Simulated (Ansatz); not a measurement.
`BBO` + `FCS` → `OBC(F)S` + BH₃  (formal exchange of groups at a B–B bond)

Isolated molecules relaxed with PBE0-D4/def2-TZVP in Ansatz; ΔE leaves out vibrations. CCSD(T)/CBS is the MP2 limit (def2-TZVPP, def2-QZVPP) plus CCSD(T) − MP2 in def2-TZVPP, frozen cores. This one scheme is used for every species. Functionals use def2-TZVPP. HSE06 is defined as in plane-wave codes. Each species was taken in one conformer, which may not be the lowest.

`BBO`:

Z-matrix (Å, degrees):
```
B
B 1 1.671
H 1 1.200 2 122.0
H 1 1.200 2 122.0 3 -174.5
O 2 1.357 1 123.3 3 -92.7
H 2 1.214 1 118.1 3 87.3
H 5 0.960 2 113.4 1 -180.0
```

`FCS`:

Z-matrix (Å, degrees):
```
C
S 1 1.789
F 1 1.375 2 113.1
H 1 1.090 2 110.8 3 121.5
H 1 1.092 2 106.3 3 -118.9
H 2 1.342 1 96.6 3 -76.4
```

`OBC(F)S`:

```xyz
9

O    -1.233    1.582    0.446
B    -0.002    1.107    0.211
C     0.157   -0.379   -0.329
F    -1.112   -0.924   -0.576
S     1.078   -1.358    0.852
H    -1.911    0.922    0.252
H     0.943    1.811    0.400
H     0.691   -0.388   -1.284
H     1.388   -2.372    0.028
```

BH₃:

```xyz
4

B     0.000    0.000    0.000
H     0.041   -0.543    1.062
H     0.265    1.161   -0.088
H    -0.306   -0.618   -0.974
```

(1) Is it downhill or uphill in electronic energy at CCSD(T)/CBS, and by how much? (Estimate.)

(2) What do these levels give: LDA (SPW92), PBE-D4, r2SCAN0-D4, ωB97M-V, BLYP, HSE06, BHLYP, RPA@PBE/def2-TZVPP, MP2/def2-TZVPP, SCS-MP2/def2-TZVPP, CCSD/def2-TZVPP, MP2/def2-QZVPP? (An estimate is asked.)

Largest T1 diagnostic among the species: 0.013.

## Answers

(1) Ansatz gave: Downhill: ΔE = -31.0 kJ/mol.

(2) Computed: LDA (SPW92) -27.1, PBE-D4 -22.8, r2SCAN0-D4 -28.5, ωB97M-V -33.0, BLYP -20.5, HSE06 -21.0, BHLYP -25.7, RPA@PBE/def2-TZVPP -33.9, MP2/def2-TZVPP -36.3, SCS-MP2/def2-TZVPP -33.8, CCSD/def2-TZVPP -29.3, MP2/def2-QZVPP -35.7 kJ/mol.

From BLYP to BHLYP (50 % exact exchange), in def2-TZVPP and without D4, ΔE moves by −5.2 kJ/mol. The D4 term adds −5.7 kJ/mol with B3LYP and −3.2 kJ/mol with PBE0; it sums over pairs of atoms, weighted by their polarisabilities, and B3LYP, whose exchange is more repulsive, gets the larger term.

B3LYP here is the variant with VWN-RPA as its local correlation; programs differ in this.
